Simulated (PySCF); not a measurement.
## From computed data to an observable: dipole moment from atomic charges

C3HBrClF, SMILES FC(Br)=C=CCl. Atoms are numbered in the order given.

```xyz
7

F      1.2808    -1.7379    -0.1972
C      0.5570    -0.6586     0.1084
Br     1.6397     0.8600     0.4667
C     -0.7564    -0.6331     0.1691
C     -2.0690    -0.5670     0.2407
Cl    -3.0980    -0.1491    -1.1077
H     -2.6397    -0.7732     1.1626
```
Charge 0, spin multiplicity 1.

Coordinates come from a PBE-D3(BJ)/def2-SVP optimisation. This is a generated structure with no PubChem entry under its InChIKey; it may be hypothetical.

Charges (e) from PySCF with ωB97X/def2-TZVP:

```json
[
 {"atom": "F1", "Mulliken": "-0.151", "ESP fit": "-0.060"},
 {"atom": "C2", "Mulliken": "0.109", "ESP fit": "0.008"},
 {"atom": "Br3", "Mulliken": "0.031", "ESP fit": "0.003"},
 {"atom": "C4", "Mulliken": "-0.121", "ESP fit": "0.090"},
 {"atom": "C5", "Mulliken": "-0.012", "ESP fit": "-0.254"},
 {"atom": "Cl6", "Mulliken": "-0.042", "ESP fit": "-0.013"},
 {"atom": "H7", "Mulliken": "0.185", "ESP fit": "0.226"}
]
```

The dipole moment of the full density is 1.29 D.

### Question
What dipole moment does each set of point charges give, and which comes closer to that of the density?

### Answer

μ = Σ q r, and 1 e Å = 4.8032 D.
Mulliken: Σ q r = (-0.324, 0.164, 0.294) e Å, |μ| = 2.24 D.
ESP fit: Σ q r = (-0.166, 0.016, 0.245) e Å, |μ| = 1.43 D.
ESP fit comes closer in size. Point charges leave out the atoms' own dipoles (lone pairs, polarised bonds); fits to the potential absorb them, partitions of the density don't.
